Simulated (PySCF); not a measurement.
A PySCF script (with the pyscf-properties extension) for the NMR shieldings of `C=C(C)[BH-]1[NH2+][BH2-][NH2+]1`, C$_{3}$H$_{12}$B$_{2}$N$_{2}$, on a GFN2-xTB geometry:

```python
import basis_set_exchange as bse
import numpy as np
from pyscf import gto, dft
from pyscf.prop import nmr

atoms = """
C    -1.584113    1.522173    0.298151
C    -1.138411    0.405109   -0.261708
C    -2.108425   -0.715402   -0.534986
B     0.383257    0.184396   -0.722266
N     0.961735   -1.237920   -0.315417
B     2.122504   -0.485996    0.466186
N     1.437033    0.921080    0.202040
H    -0.937702    2.361867    0.503050
H    -2.620990    1.667918    0.566275
H    -3.138851   -0.394030   -0.393243
H    -1.989627   -1.074692   -1.556191
H    -1.924820   -1.556296    0.136126
H     0.573355    0.412613   -1.874289
H     0.348625   -1.779165    0.279552
H     1.256254   -1.828988   -1.080967
H     3.161009   -0.580232   -0.100029
H     2.152454   -0.770351    1.619146
H     1.023920    1.338790    1.026116
H     2.012987    1.618376   -0.249844
"""
names = dict.fromkeys(["C", "B", "N", "H"], "pcSseg-1")
basis = {el: gto.basis.parse(bse.get_basis(n, elements=[el], fmt="nwchem")) for el, n in names.items()}
mol = gto.M(atom=atoms, basis=basis, charge=0, verbose=0)
mf = dft.RKS(mol, xc="PBE0")
mf.grids.level = 2
mf.grids.alignment = dft.numint.BLKSIZE   # the property module wants whole blocks of grid points
mf.conv_tol = 1e-9
mf.kernel()

calc = nmr.RKS(mf)   # GIAO
C = mf.mo_coeff
Co = C[:, mf.mo_occ > 0]
resp = mf.gen_response(singlet=True, hermi=2)
def vind(x):   # induced exchange potential for any number of trial vectors
    d = np.einsum("pi,xij,qj->xpq", C, 2 * x.reshape(-1, C.shape[1], Co.shape[1]), Co, optimize=True)
    return np.einsum("xpq,pi,qj->xij", resp(d - d.transpose(0, 2, 1)), C, Co, optimize=True).ravel()
mo1, _ = nmr.rhf.solve_mo1(calc, with_cphf=vind)
sigma = calc.kernel(mo1)
for i, s in enumerate(sigma):   # ppm
    print("%2d %-2s %9.2f" % (i, mol.atom_pure_symbol(i), np.trace(s) / 3))
```

**Question.** What are the results?

**Answer.** 
```
 0 C      68.41
 1 C      19.52
 2 C     161.60
 3 B     111.30
 4 N     238.78
 5 B     116.56
 6 N     234.44
 7 H      26.82
 8 H      26.19
 9 H      29.77
10 H      29.91
11 H      29.86
12 H      28.01
13 H      29.95
14 H      29.84
15 H      28.34
16 H      28.55
17 H      29.89
18 H      29.61
```

These numbers come from an equivalent density-fitted implementation of the same equations, which agrees with the script to about 0.01 ppm for H and up to a few tenths of a ppm for heavy atoms, so last digits may differ.

Size and cost of the density-fitted run: 179 basis functions, 24 s wall time on 1 thread of an Arm Neoverse V2, shared host.
